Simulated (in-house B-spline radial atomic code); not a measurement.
A radial electron density 4πr²n(r) was computed for an atom or ion in its tabulated ground configuration with an all-electron radial atomic-structure program (B-spline basis); method: non-relativistic Hartree-Fock, spin-polarised, averaged over the determinants with the given up and down occupations. Columns: r (bohr), 4πr²n(r) (electrons per bohr), bar.

```
 0.00195    1.133 #
 0.00238    1.639 #
 0.00291    2.364 ##
 0.00355    3.368 ###
 0.00433    4.752 ####
 0.00529    6.646 ######
 0.00646    9.154 ########
 0.00789    12.39 ###########
 0.00963    16.41 ###############
  0.0118    21.28 ###################
  0.0144     26.6 ########################
  0.0175    31.92 #############################
  0.0214    36.84 #################################
  0.0261    40.27 ####################################
  0.0319    41.54 ######################################
   0.039    40.35 #####################################
  0.0476    37.44 ##################################
  0.0581    34.62 ###############################
   0.071     34.2 ###############################
  0.0866    37.57 ##################################
   0.106    43.73 ########################################
   0.129    48.63 ############################################
   0.158    48.14 ############################################
   0.193    41.06 #####################################
   0.235    31.75 #############################
   0.287    26.44 ########################
   0.351    28.01 #########################
   0.428    32.18 #############################
   0.523    32.28 #############################
   0.638    25.98 ########################
   0.779    16.63 ###############
   0.952    8.965 ########
    1.16    5.003 #####
    1.42    3.553 ###
    1.73    2.865 ###
    2.12    1.979 ##
    2.58    1.055 #
    3.15   0.3974 
    3.85  0.09959 
     4.7   0.0157 
    5.74   0.0014 
    7.01 6.29e-05
```

(1) Which atom or ion is it?
A. Se3+
B. Se2+
C. As2+
D. Ge2+

Results:

(1) B. The area under the curve, ∫4πr²n dr = ∫r·4πr²n d(ln r) on this logarithmic grid, is 32 electrons, which only this option has. The configuration is [Ar] 3d10 4s2 4p2.
